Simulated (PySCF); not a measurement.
H6SeSi2, SMILES [SiH3][Se][SiH3]. Atoms are numbered in the order given.

```xyz
9

Se     0.0000     0.0000     0.7985
Si    -1.6892     0.0000    -0.7422
H     -2.9599     0.0000     0.0366
H     -1.6196    -1.2136    -1.6097
H     -1.6196     1.2136    -1.6097
Si     1.6892     0.0000    -0.7422
H      1.6196     1.2136    -1.6097
H      1.6196    -1.2136    -1.6097
H      2.9599     0.0000     0.0366
```

Geometry optimised at PBE0-D3(BJ)/def2-SVP.

Two levels are set side by side: PBE/pcSseg-1 (PySCF) and PBE0/pcSseg-1 (PySCF). GIAO shifts against Me2Se (⁷⁷Se), TMS (²⁹Si), TMS (¹H) at the same level; non-relativistic, no solvent, atoms listed together averaged. Differences are taken from unrounded values.

```json
[
 {"quantity": "δ(⁷⁷Se) of Se1 (ppm)", "PBE": "-744.7"},
 {"quantity": "δ(²⁹Si) of Si2, Si6 (ppm)", "PBE": "-52.7"}
]
```

Q: These are the PBE values. What does PBE0 give? (An estimate is asked for; the answer gives what the named calculation found.)

A: 
| quantity | PBE0 | PBE minus PBE0 |
|---|---|---|
| δ(⁷⁷Se) of Se1 (ppm) | -710.3 | -34.4 |
| δ(²⁹Si) of Si2, Si6 (ppm) | -50.9 | -1.8 |

Rough cost on one machine, each run with all the roots and properties that it gave: PBE0 against PBE within a factor of 2.
